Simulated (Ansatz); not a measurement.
AlH5OSi2 can be A, `[O]1[AlH][SiH2][SiH2]1`, or B, `[SiH3][SiH]1[O][AlH]1`.

Calculated with Ansatz (gas phase, PBE0-D4/def2-TZVP geometries, no zero-point term in ΔE). CCSD(T)/CBS is the MP2 limit (def2-TZVPP, def2-QZVPP) plus CCSD(T) − MP2 in def2-TZVPP, frozen cores. Functionals use def2-TZVPP. B3LYP here is the variant with VWN-RPA as its local correlation; programs differ in this.

Problem. Which isomer does CCSD(T)/CBS put lower? Give the gap. (An estimate is asked.)

Solution. Ansatz gave: A, by 30.5 kcal/mol.

Problem. Give E(B) − E(A) in kcal/mol with CCSD(T)/def2-TZVPP, BLYP-D4, MP2/def2-TZVPP, ωB97M-V, B3LYP-D4, PBE0-D4, LDA (SPW92). (Estimate.)

Solution. Ansatz gave: CCSD(T)/def2-TZVPP 30.5, BLYP-D4 27.2, MP2/def2-TZVPP 30.8, ωB97M-V 30.4, B3LYP-D4 29.2, PBE0-D4 30.5, LDA (SPW92) 29.7. None reverses the order clearly.

Problem. Does the order hold for the free energy at 298.15 K (harmonic terms from PBE0-D4)? (An estimate is asked.)

Solution. The calculation gave: Yes: G(B) − G(A) = +29.0 kcal/mol.

Largest T1 diagnostic: 0.016.

In def2-TZVPP, CCSD(T) changes the Hartree–Fock value by −1.9 kcal/mol (the triples alone add −0.5 kcal/mol) and MP2 by −1.6 kcal/mol. From BLYP to BHLYP (50 % exact exchange), in def2-TZVPP and without D4, E(B) − E(A) moves by +4.9 kcal/mol.
